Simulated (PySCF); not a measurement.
PySCF input file for C5H6F2, SMILES FC(F)[C@H]1C=CC1, TDDFT-PBE/def2-SVPD. Geometry optimised at PBE0-D3(BJ)/def2-SVP. The structure was generated by enumeration; whether it is a known compound was not checked. The values are those of a single conformer.

```python
import numpy as np
from pyscf import gto, scf, dft, tdscf

mol = gto.M(
    atom='''
    F     1.84432881   -0.86786340   -0.52896649
    C     1.08847701    0.24603195   -0.37868862
    F     0.44421843    0.46029027   -1.54847577
    C     0.10593455    0.04553428    0.74692106
    C    -0.98915054    1.07477261    0.91633243
    C    -1.97443446    0.19184676    0.70121830
    C    -1.04257452   -0.97228255    0.47232187
    H     1.76787597    1.10069589   -0.20458335
    H     0.68454915   -0.17201129    1.66096697
    H    -0.96398954    2.14377272    1.14332461
    H    -3.06482334    0.27037480    0.69830674
    H    -1.04335714   -1.39008783   -0.54640610
    H    -1.10669232   -1.80000435    1.19674116
    ''',
    basis='def2-SVPD',
    charge=0,
    spin=0,
    max_memory=1600,
    verbose=4,
)
mf = dft.RKS(mol, xc='pbe').density_fit(auxbasis='def2-universal-jkfit')
mf.grids.level = 3
mf.conv_tol = 1e-9
mf.max_cycle = 100
mf.kernel()
mf.grids = dft.Grids(mol).set(level=1).build(with_non0tab=True)  # coarser grid for the response kernel
td = tdscf.TDDFT(mf)
td.singlet = True
td.nstates = 10
td.conv_tol = 1e-4
td.positive_eig_threshold = 1e-6
td.kernel(x0=td.get_init_guess(mf, 15))
td.analyze()
tt = tdscf.TDA(mf)
tt.singlet = False
tt.nstates = 4
tt.conv_tol = 1e-4
tt.positive_eig_threshold = 1e-6
tt.kernel(x0=tt.get_init_guess(mf, 9))
tt.analyze(verbose=3)
```

Program output:

```
PySCF version 2.14.0

[INPUT] verbose = 4
[INPUT] num. atoms = 13
[INPUT] num. electrons = 54
[INPUT] charge = 0
[INPUT] spin (= nelec alpha-beta = 2S) = 0
[INPUT] symmetry False subgroup None
[INPUT] Mole.unit = angstrom
[INPUT] Symbol           X                Y                Z      unit          X                Y                Z       unit  Magmom
[INPUT]  1 F      1.844328810000  -0.867863400000  -0.528966490000 AA    3.485276334545  -1.640024139534  -0.999601795172 Bohr   0.0
[INPUT]  2 C      1.088477010000   0.246031950000  -0.378688620000 AA    2.056923441785   0.464933003393  -0.715617778289 Bohr   0.0
[INPUT]  3 F      0.444218430000   0.460290270000  -1.548475770000 AA    0.839451172184   0.869822548102  -2.926195115825 Bohr   0.0
[INPUT]  4 C      0.105934550000   0.045534280000   0.746921060000 AA    0.200187286629   0.086047318479   1.411476240070 Bohr   0.0
[INPUT]  5 C     -0.989150540000   1.074772610000   0.916332430000 AA   -1.869223616566   2.031025879084   1.731617331757 Bohr   0.0
[INPUT]  6 C     -1.974434460000   0.191846760000   0.701218300000 AA   -3.731140380304   0.362537834285   1.325110540533 Bohr   0.0
[INPUT]  7 C     -1.042574520000  -0.972282550000   0.472321870000 AA   -1.970180307250  -1.837347735194   0.892558976942 Bohr   0.0
[INPUT]  8 H      1.767875970000   1.100695890000  -0.204583350000 AA    3.340801405500   2.080013778534  -0.386606501146 Bohr   0.0
[INPUT]  9 H      0.684549150000  -0.172011290000   1.660966970000 AA    1.293610412304  -0.325054228433   3.138772675249 Bohr   0.0
[INPUT] 10 H     -0.963989540000   2.143772720000   1.143324610000 AA   -1.821676217545   4.051143314114   2.160570384375 Bohr   0.0
[INPUT] 11 H     -3.064823340000   0.270374800000   0.698306740000 AA   -5.791676732775   0.510934322984   1.319608489538 Bohr   0.0
[INPUT] 12 H     -1.043357140000  -1.390087830000  -0.546406100000 AA   -1.971659244709  -2.626885287791  -1.032557881792 Bohr   0.0
[INPUT] 13 H     -1.106692320000  -1.800004350000   1.196741160000 AA   -2.091345388960  -3.401515244526   2.261513034394 Bohr   0.0

nuclear repulsion = 308.899661373649
number of shells = 82
number of NR pGTOs = 276
number of NR cGTOs = 194
basis = def2-SVPD
ecp = {}


[settings echo left out]
init E= -393.75676612044
  HOMO = -0.303264455624511  LUMO = -0.0963795270146548  gap/eV = 5.62963
cycle= 1 E= -392.967362726647  delta_E= 0.789  |g|= 0.678  |ddm|= 5.54
  HOMO = -0.165494655032006  LUMO = 0.00504163444183936  gap/eV = 4.64053
cycle= 2 E= -392.76872115182  delta_E= 0.199  |g|= 1.24  |ddm|= 2.12
  HOMO = -0.230004340695351  LUMO = -0.0339474437151193  gap/eV = 5.33498
cycle= 3 E= -393.058984736735  delta_E= -0.29  |g|= 0.106  |ddm|= 1.39
  HOMO = -0.240707773350338  LUMO = -0.0426660388513147  gap/eV = 5.38899
cycle= 4 E= -393.060129211626  delta_E= -0.00114  |g|= 0.0773  |ddm|= 0.265
  HOMO = -0.237938874729657  LUMO = -0.0405317433416745  gap/eV = 5.37172
cycle= 5 E= -393.061559019337  delta_E= -0.00143  |g|= 0.0221  |ddm|= 0.136
  HOMO = -0.236623327381011  LUMO = -0.0393025916136871  gap/eV = 5.36937
cycle= 6 E= -393.061669791814  delta_E= -0.000111  |g|= 0.00835  |ddm|= 0.0385
  HOMO = -0.236949338508516  LUMO = -0.0396213717116702  gap/eV = 5.36957
cycle= 7 E= -393.061686715149  delta_E= -1.69e-05  |g|= 0.000971  |ddm|= 0.0177
  HOMO = -0.237027843781424  LUMO = -0.0396963626442983  gap/eV = 5.36966
cycle= 8 E= -393.061686881682  delta_E= -1.67e-07  |g|= 0.000387  |ddm|= 0.0018
  HOMO = -0.237014810235074  LUMO = -0.0396840648722989  gap/eV = 5.36964
cycle= 9 E= -393.061686908412  delta_E= -2.67e-08  |g|= 0.000122  |ddm|= 0.000651
  HOMO = -0.237015851759508  LUMO = -0.0396851067568571  gap/eV = 5.36964
cycle= 10 E= -393.061686910868  delta_E= -2.46e-09  |g|= 3.45e-05  |ddm|= 0.000162
  HOMO = -0.237017787285948  LUMO = -0.039686671933044  gap/eV = 5.36965
cycle= 11 E= -393.06168691107  delta_E= -2.02e-10  |g|= 1.42e-05  |ddm|= 6.67e-05
  HOMO = -0.237015772045475  LUMO = -0.039684868137468  gap/eV = 5.36965
Extra cycle  E= -393.061686911003  delta_E= 6.68e-11  |g|= 2.36e-05  |ddm|= 5.34e-05
converged SCF energy = -393.061686911003
tot grids = 51336
Overwritten attributes  positive_eig_threshold  of <class 'pyscf.tdscf.rks.CasidaTDDFT'>


******** <class 'pyscf.tdscf.rks.CasidaTDDFT'> for <class 'pyscf.df.df_jk.DFRKS'> ********
nstates = 10 singlet
deg_eia_thresh = 1.000e-03
wfnsym = None
conv_tol = 0.0001
eigh lindep = 1e-12
eigh level_shift = 0
eigh max_cycle = 100


Excitation energies (eV)
[6.51962188 6.6475947  6.9958746  7.06656577 7.12457732 7.19385255
 7.52717045 7.67170425 7.83278557 7.92906766]

** Singlet excitation energies and oscillator strengths **
Excited State   1:      6.51962 eV    190.17 nm  f=0.0565
      26 -> 28        0.36261
      27 -> 28        0.42592
      27 -> 29        0.41632
Excited State   2:      6.64759 eV    186.51 nm  f=0.0047
      26 -> 28        0.44977
      27 -> 28        0.11769
      27 -> 29       -0.52810
Excited State   3:      6.99587 eV    177.22 nm  f=0.0506
      26 -> 28        0.27443
      27 -> 28       -0.31860
      27 -> 29        0.13992
      27 -> 30        0.51155
      27 -> 31        0.15653
Excited State   4:      7.06657 eV    175.45 nm  f=0.0315
      25 -> 28        0.12778
      26 -> 28        0.23690
      27 -> 28       -0.29739
      27 -> 29        0.11822
      27 -> 30       -0.47328
      27 -> 31        0.28756
Excited State   5:      7.12458 eV    174.02 nm  f=0.0366
      25 -> 28       -0.29431
      26 -> 28        0.14892
      27 -> 28       -0.24846
      27 -> 29        0.10602
      27 -> 30       -0.11259
      27 -> 31       -0.53644
Excited State   6:      7.19385 eV    172.35 nm  f=0.0032
      25 -> 28       -0.61937
      27 -> 31        0.32251
Excited State   7:      7.52717 eV    164.72 nm  f=0.0319
      27 -> 32        0.69990
Excited State   8:      7.67170 eV    161.61 nm  f=0.0170
      24 -> 28        0.67867
      27 -> 33        0.12064
Excited State   9:      7.83279 eV    158.29 nm  f=0.0045
      26 -> 29       -0.10185
      27 -> 33        0.68459
Excited State  10:      7.92907 eV    156.37 nm  f=0.0116
      26 -> 29       -0.69448

** Transition electric dipole moments (AU) **
state          X           Y           Z        Dip. S.      Osc.
  1        -0.5468     -0.2343      0.0016      0.3538      0.0565
  2        -0.0834     -0.1463      0.0191      0.0287      0.0047
  3         0.3669      0.3569      0.1831      0.2954      0.0506
  4         0.2069      0.3127      0.2039      0.1821      0.0315
  5         0.2072      0.3581     -0.1964      0.2097      0.0366
  6         0.0098     -0.0460      0.1260      0.0181      0.0032
  7        -0.2890      0.2663     -0.1370      0.1732      0.0319
  8        -0.0944      0.2810      0.0511      0.0905      0.0170
  9        -0.1370     -0.0678      0.0104      0.0235      0.0045
 10         0.0572      0.2368      0.0246      0.0599      0.0116

** Transition velocity dipole moments (imaginary part, AU) **
state          X           Y           Z        Dip. S.      Osc.
  1        -0.1292     -0.0559      0.0039      0.0198      0.0552
  2        -0.0202     -0.0356      0.0011      0.0017      0.0046
  3         0.0922      0.0885      0.0542      0.0193      0.0500
  4         0.0519      0.0783      0.0594      0.0124      0.0317
  5         0.0526      0.0960     -0.0637      0.0160      0.0408
  6         0.0024     -0.0143      0.0396      0.0018      0.0045
  7        -0.0801      0.0761     -0.0420      0.0140      0.0336
  8        -0.0264      0.0775      0.0151      0.0069      0.0164
  9        -0.0390     -0.0201      0.0113      0.0021      0.0048
 10         0.0175      0.0675      0.0066      0.0049      0.0112

** Transition magnetic dipole moments (imaginary part, AU) **
state          X           Y           Z
  1        -0.4121      0.4432     -0.5821
  2         0.3280      0.7553      0.0084
  3        -0.0492     -0.2330      0.7047
  4         0.2831      0.0103      0.8284
  5        -0.1180      0.1405      0.6071
  6        -0.9554     -0.4677     -0.1108
  7        -0.0223      0.0615     -0.0461
  8         0.4080     -0.4590      0.2541
  9         0.3581      0.2213     -0.1920
 10         0.0595     -0.0164      0.0378
Overwritten attributes  positive_eig_threshold  of <class 'pyscf.tdscf.rks.TDA'>


******** <class 'pyscf.tdscf.rks.TDA'> for <class 'pyscf.df.df_jk.DFRKS'> ********
nstates = 4 triplet
deg_eia_thresh = 1.000e-03
wfnsym = None
conv_tol = 0.0001
eigh lindep = 1e-12
eigh level_shift = 0
eigh max_cycle = 100


Excitation energies (eV)
[4.33787786 6.48280553 6.53755772 6.80477952]

** Triplet excitation energies and oscillator strengths **
Excited State   1:      4.33788 eV    285.82 nm  f=0.0000
Excited State   2:      6.48281 eV    191.25 nm  f=0.0000
Excited State   3:      6.53756 eV    189.65 nm  f=0.0000
Excited State   4:      6.80478 eV    182.20 nm  f=0.0000
```

The run converged.
